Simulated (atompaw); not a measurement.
## Reading a pseudo-wave (iodine (I))

Columns: radius, all-electron u(r) and pseudo u(r) of the 5p shell (level -7.09 eV) of iodine in the configuration [Ar] 3d10 4s2 4p6 4d10 5s2 5p5; PBE, scalar-relativistic, PAW (atompaw) scheme, atompaw 4.2.0.5.

```tsv
r (bohr)	all-electron	pseudo
0.060	-0.1454	-0.0038
0.119	-0.0016	-0.0144
0.179	0.1719	-0.0314
0.238	0.2127	-0.0526
0.298	0.1383	-0.0766
0.358	0.0085	-0.1009
0.417	-0.1236	-0.1225
0.477	-0.2325	-0.1397
0.537	-0.3030	-0.1499
0.596	-0.3331	-0.1514
0.656	-0.3279	-0.1429
0.715	-0.2943	-0.1239
0.775	-0.2387	-0.0939
0.835	-0.1685	-0.0535
0.894	-0.0909	-0.0050
0.954	-0.0081	0.0516
1.013	0.0736	0.1126
1.073	0.1546	0.1779
1.133	0.2316	0.2441
1.192	0.3020	0.3079
1.252	0.3677	0.3701
1.312	0.4271	0.4278
1.371	0.4792	0.4793
1.431	0.5259	0.5259
1.490	0.5658	0.5658
1.550	0.6006	0.6006
```

(1) How many radial nodes do the two functions have?

(2) Is the pseudo-wave norm-conserving?

## Answers

(1) The all-electron 5p function has n − l − 1 = 3; the pseudo-wave has 1, since 1 lower shell of the same l stays in the valence.

(2) No, it belongs to a PAW set: the norm inside the radius is not constrained, and the difference is carried by the augmentation charge.
